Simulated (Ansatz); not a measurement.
Cost and result for the atomization energy of C₆H₅Cl₃Ge, SMILES `[Cl][Ge]([Cl])([Cl])[c]1ccccc1` (15 atoms, 15 bonds).

Cartesian coordinates in Å:
```
Cl 3.0215 -1.9590 1.1409
Ge 0.8878 -1.9165 1.2104
Cl 0.2072 -3.7640 0.3809
Cl 0.2745 -1.8957 3.2557
C 0.1957 -0.3919 0.2661
C -1.0127 0.1756 0.6570
C -1.5235 1.2564 -0.0445
C -0.8304 1.7688 -1.1314
C 0.3758 1.2042 -1.5197
C 0.8920 0.1233 -0.8224
H -1.5522 -0.2164 1.5121
H -2.4635 1.7011 0.2608
H -1.2308 2.6155 -1.6770
H 0.9187 1.6081 -2.3662
H 1.8399 -0.3095 -1.1225
```

Total charge 0; spin multiplicity 1. Correlated methods include outer-core shells of Ge, which these sets cover unevenly. Scalar relativity is left out up to krypton. The geometry is a stationary point of PBE0-D4/def2-TZVP. It is one conformer, not always the lowest. Program: Ansatz. All runs use 4 threads of an AMD EPYC 7R13 on a shared host and a share of an NVIDIA H100 80 GB. Times are those of one run each, without the atoms' runs, and a repeat can differ threefold. Electronic energies, without spin–orbit coupling; frozen cores. CCSD(T)/CBS adds CCSD(T) − MP2 in def2-TZVPP to the MP2 limit, and its time is that of the two runs behind it. T1 = 0.010; the RHF reference is unstable towards UHF. With those shells the extrapolation isn't a true limit. B3LYP takes the VWN-RPA correlation (the form of Gaussian; ORCA's B3LYP/G). HSE06 is the plane-wave form, built on full-range PBE exchange.

CCSD(T)/CBS is a level of theory with its own doubt, some kJ/mol a heavy atom from the limit and from the frozen cores, so smaller differences don't rank the functionals.

```
                            level  functions  wall time
              BHLYP-D4/def2-TZVPP        430       11 s
            r2SCANh-D4/def2-TZVPP        430       11 s
                 CCSD(T)/def2-SVP        195       12 s
             revPBE-D4/def2-TZVPP        430       12 s
                B2PLYP/def2-TZVPP        430       12 s
              HSE06-D4/def2-TZVPP        430       12 s
B3LYP-D4/def2-TZVPP (with forces)        430       13 s
          CAM-B3LYP-D4/def2-TZVPP        430       14 s
                   MP2/def2-QZVPP        791       14 s
 ωB97M-V/def2-TZVPP (with forces)        430       15 s
           LDA (SPW92)/def2-TZVPP        430       16 s
               CCSD(T)/def2-TZVPP        430       41 s
                CCSD(T)/CBS(def2)          –       54 s
```

(1) What atomization energy does each give, and how far from CCSD(T)/CBS? (An estimate is asked.)

## Answers

(1) Ansatz gave: 
```json
{"level": "BHLYP-D4/def2-TZVPP", "atomization (kcal/mol)": "1531.1", "difference from CCSD(T)/CBS": "-48.5", "per bond": "-3.2"}
{"level": "r2SCANh-D4/def2-TZVPP", "atomization (kcal/mol)": "1589.0", "difference from CCSD(T)/CBS": "9.4", "per bond": "0.6"}
{"level": "CCSD(T)/def2-SVP", "atomization (kcal/mol)": "1508.6", "difference from CCSD(T)/CBS": "-71.0", "per bond": "-4.7"}
{"level": "revPBE-D4/def2-TZVPP", "atomization (kcal/mol)": "1598.0", "difference from CCSD(T)/CBS": "18.4", "per bond": "1.2"}
{"level": "B2PLYP/def2-TZVPP", "atomization (kcal/mol)": "1565.1", "difference from CCSD(T)/CBS": "-14.5", "per bond": "-1.0"}
{"level": "HSE06-D4/def2-TZVPP", "atomization (kcal/mol)": "1612.2", "difference from CCSD(T)/CBS": "32.6", "per bond": "2.2"}
{"level": "B3LYP-D4/def2-TZVPP (with forces)", "atomization (kcal/mol)": "1577.4", "difference from CCSD(T)/CBS": "-2.2", "per bond": "-0.1"}
{"level": "CAM-B3LYP-D4/def2-TZVPP", "atomization (kcal/mol)": "1580.0", "difference from CCSD(T)/CBS": "0.4", "per bond": "0.0"}
{"level": "MP2/def2-QZVPP", "atomization (kcal/mol)": "1620.9", "difference from CCSD(T)/CBS": "41.3", "per bond": "2.8"}
{"level": "ωB97M-V/def2-TZVPP (with forces)", "atomization (kcal/mol)": "1586.7", "difference from CCSD(T)/CBS": "7.1", "per bond": "0.5"}
{"level": "LDA (SPW92)/def2-TZVPP", "atomization (kcal/mol)": "1836.2", "difference from CCSD(T)/CBS": "256.6", "per bond": "17.1"}
{"level": "CCSD(T)/def2-TZVPP", "atomization (kcal/mol)": "1541.9", "difference from CCSD(T)/CBS": "-37.7", "per bond": "-2.5"}
{"level": "CCSD(T)/CBS(def2)", "atomization (kcal/mol)": "1579.6", "difference from CCSD(T)/CBS": "0.0", "per bond": "0.0"}
```

In def2-TZVPP, CCSD(T) changes the Hartree–Fock value by +377.5 kcal/mol (the triples alone add +34.8 kcal/mol) and MP2 by +434.8 kcal/mol; breaking electron pairs costs correlation energy, which Hartree–Fock lacks. At CCSD(T), def2-SVP lies −71.0 kcal/mol from the extrapolated value and def2-TZVPP −37.7 kcal/mol: correlation converges slowly with the basis, and small sets miss more of it in the bonded molecule than in its fragments. Leaving LDA and LC-ωPBE aside and taking each functional with its dispersion term where it has one, the values, not all of them listed here, spread over 110.0 kcal/mol, from BHLYP-D4 to PBE-D4. LDA lies +209.8 kcal/mol from PBE without D4, its usual overbinding.

For some Ge, Se and Sn compounds the MP2-based and the directly extrapolated limit differ by 10 to 25 kJ/mol.
